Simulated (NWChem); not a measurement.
System: Si₂N₂H₆O; SMILES N1[SiH2]O[Si@H]1N

Input file for NWChem:

```
start job
memory heap 200 mb stack 900 mb global 1100 mb
geometry units angstroms noautosym nocenter noautoz
  N     -0.107920    -2.177581     0.592031
  Si    -0.121846    -0.807034    -0.421321
  N     -1.187080     0.481186     0.083059
  Si     0.151722     1.596142     0.144387
  O      1.156775     0.314522    -0.300665
  H      0.184788    -3.082876     0.245168
  H     -0.029510    -2.107657     1.599752
  H     -0.239847    -1.341402    -1.803818
  H     -2.183116     0.540299     0.240109
  H      0.476352     2.168762     1.485408
  H      0.141943     2.706919    -0.852436
end
basis spherical
  N library def2-svp
  Si library def2-svp
  O library def2-svp
  H library def2-svp
end
dft
  xc b3lyp
  iterations 150
end
cosmo
  do_cosmo_smd true
  solvent etoac
end
task dft energy
```

Output (shortened):

```
             Northwest Computational Chemistry Package (NWChem) 7.3.0
             --------------------------------------------------------

                             Geometry "geometry" -> ""
                             -------------------------

 Output coordinates in angstroms (scale by  1.889725989 to convert to a.u.)

  No.       Tag          Charge          X              Y              Z
 ---- ---------------- ---------- -------------- -------------- --------------
    1 N                    7.0000    -0.10792000    -2.17758100     0.59203100
    2 Si                  14.0000    -0.12184600    -0.80703400    -0.42132100
    3 N                    7.0000    -1.18708000     0.48118600     0.08305900
    4 Si                  14.0000     0.15172200     1.59614200     0.14438700
    5 O                    8.0000     1.15677500     0.31452200    -0.30066500
    6 H                    1.0000     0.18478800    -3.08287600     0.24516800
    7 H                    1.0000    -0.02951000    -2.10765700     1.59975200
    8 H                    1.0000    -0.23984700    -1.34140200    -1.80381800
    9 H                    1.0000    -2.18311600     0.54029900     0.24010900
   10 H                    1.0000     0.47635200     2.16876200     1.48540800
   11 H                    1.0000     0.14194300     2.70691900    -0.85243600

 Effective nuclear repulsion energy (a.u.)     315.0870126693

                                 NWChem DFT Module
                                 -----------------

 Summary of "ao basis" -> "ao basis" (spherical)
 ------------------------------------------------------------------------------
       Tag                 Description            Shells   Functions and Types
 ---------------- ------------------------------  ------  ---------------------
 N                          def2-svp                 6       14   3s2p1d
 Si                         def2-svp                 8       18   4s3p1d
 O                          def2-svp                 6       14   3s2p1d
 H                          def2-svp                 3        5   2s1p

 in cosmo_initialize ...
 calling solv_data for solv:etoac

 solvent parameters
 solvname_short: etoac
 solvname_long:  ethyl acetate
 dielec:        5.9867
 dielecinf:     1.8832
 nonaqueous SMD model solvent descriptors
 dielec:        5.9867
 sola:          0.0000
 solb:          0.4500
 solc:          0.0000
 solg:         33.6700
 solh:          0.0000
 soln:          1.3723

          ---------------
          -cosmo- solvent
          ---------------
 Cosmo: York-Karplus, doi: 10.1021/jp992097l
 dielectric constant -eps-     =   5.99
 screen = (eps-1)/(eps    )    =   0.83296
 surface charge correction     = lagrangian

   van der Waals surface
 --------------------------

[...]

                                COSMO-SMD solvation results
                                ---------------------------

             internal energy in gas <Psi(g)|H|Psi(g)> =      -767.175974718902
         internal energy in solvent <Psi(s)|H|Psi(s)> =      -767.175336729144
                               delta internal energy  =         0.000637989759 (    0.40 kcal/mol)
   total free energy in solvent <Psi(s)|H+V/2|Psi(s)> =      -767.183302327807
 polarization energy contribution <Psi(s)|V/2|Psi(s)> =        -0.007965598664 (   -5.00 kcal/mol)
    total free energy in solvent including G(SMD-CDS) =      -767.182565722586
                       G(SMD-CDS) energy contribution =         0.000736605221 (    0.46 kcal/mol)
     1 M fixed-concentration free energy of solvation =        -0.006591003684 (   -4.14 kcal/mol)

                       DFT Final Molecular Orbital Analysis
                       ------------------------------------

 Vector   26  Occ=2.000000D+00  E=-3.009296D-01
              MO Center=  6.2D-01,  4.9D-01, -1.3D-01, r^2= 3.4D+00
   Bfn.  Coefficient  Atom+Function         Bfn.  Coefficient  Atom+Function
  ----- ------------  ---------------      ----- ------------  ---------------
    70      0.464277   5 O  pz               73      0.350437   5 O  pz
    99     -0.199783  10 H  s               100     -0.177842  10 H  s
   104      0.168825  11 H  s               105      0.151215  11 H  s
    89      0.146273   8 H  s                90      0.146845   8 H  s
     4     -0.136645   1 N  px                7      0.114732   1 N  px

 Vector   27  Occ=2.000000D+00  E=-2.686957D-01
              MO Center= -2.3D-01, -1.3D+00,  3.8D-01, r^2= 3.3D+00
   Bfn.  Coefficient  Atom+Function         Bfn.  Coefficient  Atom+Function
  ----- ------------  ---------------      ----- ------------  ---------------
     4      0.469055   1 N  px                7     -0.393351   1 N  px
    38     -0.222212   3 N  pz               41      0.182863   3 N  pz
     5      0.130077   1 N  py                8     -0.109219   1 N  py
    25     -0.102855   2 Si px              100     -0.100759  10 H  s
    69     -0.098373   5 O  py              105      0.098469  11 H  s

 Vector   28  Occ=2.000000D+00  E=-2.580669D-01
              MO Center= -6.8D-01,  1.0D-01,  9.3D-02, r^2= 3.0D+00
   Bfn.  Coefficient  Atom+Function         Bfn.  Coefficient  Atom+Function
  ----- ------------  ---------------      ----- ------------  ---------------
    38      0.446799   3 N  pz               41     -0.380152   3 N  pz
     4      0.231132   1 N  px                7     -0.180906   1 N  px
    70      0.144827   5 O  pz               37     -0.142119   3 N  py
    73      0.132096   5 O  pz               40      0.124060   3 N  py
   100      0.114308  10 H  s                90     -0.111872   8 H  s

 Vector   29  Occ=0.000000D+00  E= 1.343554D-02
              MO Center= -5.5D-03,  1.3D+00,  8.3D-02, r^2= 4.7D+00
   Bfn.  Coefficient  Atom+Function         Bfn.  Coefficient  Atom+Function
  ----- ------------  ---------------      ----- ------------  ---------------
    57      0.884551   4 Si px               35      0.640859   3 N  s
    67     -0.487964   5 O  s                25      0.418195   2 Si px
    54      0.243756   4 Si px               58     -0.198227   4 Si py
    59     -0.195703   4 Si pz               22      0.182133   2 Si px
    50     -0.174182   4 Si s                 7     -0.152242   1 N  px

 Vector   30  Occ=0.000000D+00  E= 5.734116D-02
              MO Center= -1.6D-01, -8.1D-01,  6.2D-01, r^2= 7.2D+00
   Bfn.  Coefficient  Atom+Function         Bfn.  Coefficient  Atom+Function
  ----- ------------  ---------------      ----- ------------  ---------------
     3      1.060944   1 N  s                58      0.830755   4 Si py
    35      0.808511   3 N  s                85     -0.663464   7 H  s
    80     -0.557614   6 H  s                18     -0.510248   2 Si s
    50     -0.496018   4 Si s                95     -0.445658   9 H  s
    67      0.421343   5 O  s                90      0.293759   8 H  s

 Vector   31  Occ=0.000000D+00  E= 6.938725D-02
              MO Center=  1.3D-01,  4.1D-01,  2.2D-02, r^2= 7.7D+00
   Bfn.  Coefficient  Atom+Function         Bfn.  Coefficient  Atom+Function
  ----- ------------  ---------------      ----- ------------  ---------------
    58      1.115834   4 Si py                3     -0.875157   1 N  s
   100     -0.814420  10 H  s               105     -0.799677  11 H  s
    35      0.685147   3 N  s                26     -0.562817   2 Si py
    49      0.476602   4 Si s                80      0.409883   6 H  s
    50      0.372571   4 Si s                85      0.373915   7 H  s

     Multipole analysis of the density
     ---------------------------------

     L   x y z        total         alpha         beta         nuclear
     -   - - -        -----         -----         ----         -------
     0   0 0 0     -0.000000    -28.000000    -28.000000     56.000000

     1   1 0 0     -0.740874      0.614040      0.614040     -1.968955
     1   0 1 0     -0.546843     -0.814798     -0.814798      1.082753
     1   0 0 1      0.557330      0.885818      0.885818     -1.214306

     2   2 0 0    -33.193496    -63.531942    -63.531942     93.870387
     2   1 1 0     -2.177535    -10.688371    -10.688371     19.199206
     2   1 0 1      0.151146      4.363190      4.363190     -8.575234
     2   0 2 0    -28.200768   -207.758083   -207.758083    387.315399
     2   0 1 1     -0.925617      3.427018      3.427018     -7.779654
     2   0 0 2    -32.926875    -43.006851    -43.006851     53.086826
```

Level: B3LYP/def2-SVP, SMD on the gas-phase geometry. Coordinates come from a PBE0/def2-SVP optimisation. Solvent: ethyl acetate.
